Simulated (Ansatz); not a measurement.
Ansatz (an electronic-structure program) input:

Ansatz 0.2 input:
```yaml
crystal:
  periodic: [false, false, false]
  atoms:
    - {symbol: Sn, position_ang: [-0.00000000, -0.00000000, -0.29954676]}
    - {symbol: F, position_ang: [0.00000000, 0.00000000, 1.66414866]}
basis:
  gaussian:
    orbitals: def2-SVPD
magnetization: {spin_polarized: true, initial_magnetization: 1}
correlation: {method: ccsd_t, electrons: outside_noble_gas}
output: {forces: true}
```

Task: Predict the final energy.

Result: -313.00909 Eh (CCSD(T)/def2-SVPD). The basis has 55 functions.
